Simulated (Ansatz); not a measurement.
System: C₃H₁₀NSi, net charge -1, singlet state. It need not be the lowest isomer of its formula. Whether it binds its extra electron was not tested at this geometry. 
Structure (B3LYP-D3(BJ)/def2-TZVP (Ansatz, a quantum-chemistry and plane-wave program) minimum search):
```
Si
C 1 1.7628
H 2 1.0890 1 120.26
H 2 1.0900 3 113.42 1 -155.95
N 1 1.7857 2 112.82 3 146.62
H 5 1.0117 1 111.53 2 -10.15
H 5 1.0117 6 109.60 1 -130.89
C 1 1.9108 2 110.99 3 25.56
H 8 1.0928 1 110.35 2 57.83
H 8 1.0948 9 108.11 1 -121.73
H 8 1.0950 9 107.95 10 -116.65
C 1 1.9357 2 122.56 3 -95.07
H 12 1.0943 1 109.97 2 65.00
H 12 1.0955 13 107.17 1 119.98
H 12 1.0989 13 107.80 14 116.09
```
Charge -1, spin multiplicity 1.

Basis-set convergence of Hartree-Fock and CCSD correlation energies (hartree) with Ansatz. Cores are frozen in the correlated levels unless marked. Spin-orbit coupling is left out. No relativistic terms.

```csv
basis,functions,E(HF),"E(corr, CCSD)"
aug-cc-pV(D+d)Z,214,-462.82941,-0.83322
aug-cc-pV(T+d)Z,469,___,___
```

### Question
Some entries are withheld; supply them.

### Answer

- aug-cc-pV(T+d)Z, E(HF): -462.89034
- aug-cc-pV(T+d)Z, E(corr, CCSD): -0.96759
